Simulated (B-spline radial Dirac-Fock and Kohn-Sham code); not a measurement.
**Neutral gallium: differential elastic cross section for electrons at 51.2 keV**

Calculated with an atomic code on a B-spline grid, using relativistic (Dirac) partial waves in the static field of the Dirac-Fock atom with Furness-McCarthy exchange, without polarisation or absorption potentials.

```csv
θ (°),dσ/dΩ (Å²/sr),Sherman function
5,0.596,0.000
10,0.0564,0.000
15,0.0136,0.001
20,0.00485,0.000
25,0.00216,-0.001
30,0.00111,-0.002
35,0.000633,-0.005
40,0.000389,-0.008
45,0.000254,-0.012
50,0.000174,-0.017
55,0.000124,-0.023
60,9.08e-05,-0.028
65,6.86e-05,-0.034
70,5.31e-05,-0.041
75,4.20e-05,-0.047
80,3.38e-05,-0.053
85,2.77e-05,-0.059
90,2.30e-05,-0.065
95,1.94e-05,-0.070
100,1.66e-05,-0.074
105,1.43e-05,-0.077
110,1.26e-05,-0.080
115,1.11e-05,-0.081
120,9.92e-06,-0.081
125,8.96e-06,-0.081
130,8.16e-06,-0.078
135,7.51e-06,-0.075
140,6.98e-06,-0.070
145,6.54e-06,-0.065
150,6.18e-06,-0.058
155,5.90e-06,-0.050
160,5.68e-06,-0.041
165,5.51e-06,-0.031
170,5.39e-06,-0.021
175,5.32e-06,-0.011
```

The total elastic cross section is 0.115 Å², the first transport cross section 0.000767 Å² and the second, weighted with (3/2) sin²θ, 0.00189 Å². The mean deflection is ⟨1 − cos θ⟩ = 0.00667, and 0.061 % of the collisions scatter beyond 90°.
